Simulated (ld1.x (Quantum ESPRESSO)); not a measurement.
# An all-electron radial function and its pseudo partner (vanadium)

Columns: radius, all-electron u(r) and pseudo u(r) of the 3p shell (level -44.34 eV) of vanadium in the configuration [Ne] 3s2 3p6 3d3 4s1.75 4p0.25; Wu–Cohen, scalar-relativistic, TM scheme, ld1.x (Quantum ESPRESSO) 7.5.

| r (bohr) | all-electron | pseudo |
| --- | --- | --- |
| 0.075 | 0.3271 | -0.0227 |
| 0.150 | 0.5469 | -0.0888 |
| 0.225 | 0.4635 | -0.1922 |
| 0.300 | 0.2020 | -0.3234 |
| 0.375 | -0.1155 | -0.4704 |
| 0.450 | -0.4153 | -0.6200 |
| 0.525 | -0.6627 | -0.7596 |
| 0.600 | -0.8474 | -0.8783 |
| 0.675 | -0.9707 | -0.9686 |
| 0.750 | -1.0406 | -1.0269 |
| 0.825 | -1.0670 | -1.0530 |
| 0.900 | -1.0602 | -1.0502 |
| 0.975 | -1.0294 | -1.0238 |
| 1.050 | -0.9821 | -0.9795 |
| 1.125 | -0.9242 | -0.9234 |
| 1.200 | -0.8605 | -0.8603 |
| 1.275 | -0.7943 | -0.7943 |
| 1.350 | -0.7280 | -0.7280 |
| 1.425 | -0.6634 | -0.6634 |
| 1.500 | -0.6015 | -0.6015 |
| 1.575 | -0.5432 | -0.5432 |
| 1.650 | -0.4888 | -0.4888 |
| 1.725 | -0.4386 | -0.4386 |
| 1.800 | -0.3925 | -0.3925 |
| 1.875 | -0.3506 | -0.3506 |
| 1.950 | -0.3125 | -0.3125 |

How many radial nodes do the two functions have?

The all-electron 3p function has n − l − 1 = 1; the pseudo-wave has 0, since the states of the same l below it are removed with the core.

At about which radius was the pseudo-wave matched?

1.50 bohr. The columns agree to 0.0005 from 1.20 bohr on; several derivatives are matched, so the curves merge somewhat inside the radius.

Is the pseudo-wave norm-conserving?

Yes: the TM scheme keeps the norm inside the radius equal to the all-electron one, which fixes the energy derivative of the logarithmic derivative at the level.
